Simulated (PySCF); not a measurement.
Dipole moment and polarisability of `CC#C[SiH2]/C(F)=C\C=O`

Species: C6H7FOSi.
Structure used (GFN2-xTB), in Å, numbered top down from 1:
```
atom  x, y, z in Å
C1    -3.8024    0.2095   -0.4876
C2    -2.4636    0.2651    0.0553
C3    -1.3489    0.3113    0.5122
Si4    0.3691    0.3612    1.2034
C5     1.3686   -0.4246   -0.2327
F6     0.7214   -0.8184   -1.3314
C7     2.6991   -0.5933   -0.1681
C8     3.3281   -0.1501    1.0436
O9     2.7113    0.3483    1.9675
H10   -3.9438   -0.7238   -1.0323
H11   -4.5338    0.2642    0.3186
H12   -3.9636    1.0444   -1.1694
H13    0.7439    1.7652    1.3378
H14    0.3973   -0.5390    2.3518
H15    3.2904   -1.0301   -0.9586
H16    4.4193   -0.2810    1.1133
```

Level: wB97X-D/def2-SVPD (PySCF), static field, nuclei fixed, core orbitals frozen in the response. The polarisability tensor in these axes (au):

```
x   143.54  -4.20  15.21
y    -4.20  71.91   6.57
z    15.21   6.57  88.13
```

Problem. Give the principal values, the mean and the anisotropy Δα = √{½[(α1 − α2)² + (α2 − α3)² + (α1 − α3)²]}.

Solution. Principal values 68.37, 87.68 and 147.52 au; mean 101.19 au = 15.00 Å³ = 16.68 × 10⁻⁴⁰ C²·m²/J; Δα = 71.48 au (71 % of the mean).

Problem. What is the dipole moment, and where does it point?

Solution. (0.51, -0.72, -1.43) D, 1.68 D in size, pointing from the negative to the positive side. Measured along this direction, the outermost atoms are H11, H13 and H14 at the negative end and H15 at the positive end.

Problem. Find the Langevin capture rate constant for O2+ (31.990 u) meeting this molecule (142.025 u), k = 2.342 × 10⁻⁹ cm³/s × √(α in Å³ / reduced mass in u).

Solution. The reduced mass is 26.11 u, so k = 1.77 × 10⁻⁹ cm³/s. The formula leaves out the permanent dipole, which adds to the capture rate.

Problem. What would n − 1 = 2πNα be for an ideal gas of these molecules at 273.15 K and 1 atm, electronic part alone?

Solution. N = p/kT = 2.6868 × 10¹⁹ cm⁻³, so n − 1 = 2π × N × 15.00 × 10⁻²⁴ cm³ = 2531 × 10⁻⁶ at long wavelengths.

Problem. What depolarisation ratio follows for Rayleigh scattering of linearly polarised light, taking the static tensor?

Solution. ρ = 3Δα²/(45ᾱ² + 4Δα²) = 15326.5/(460797 + 20435.3) = 0.0318.

Problem. Directions of the eigenvectors, and the extent of the frame along each?

Solution. Largest value along (0.97, -0.03, 0.24), where the nuclei span 8.89 Å; middle along (-0.21, 0.42, 0.88), 3.74 Å; least along (0.13, 0.91, -0.40), 2.54 Å. The response follows the extents in order.

Problem. What molar refraction does this α imply?

Solution. Lorentz–Lorenz: R = (4π/3)N_A α = 2.5225 cm³/(mol·Å³) × 15.00 Å³ = 37.8 cm³/mol, in the limit of long wavelengths.

Geometry: GFN2-xTB, one conformer, isolated molecule.
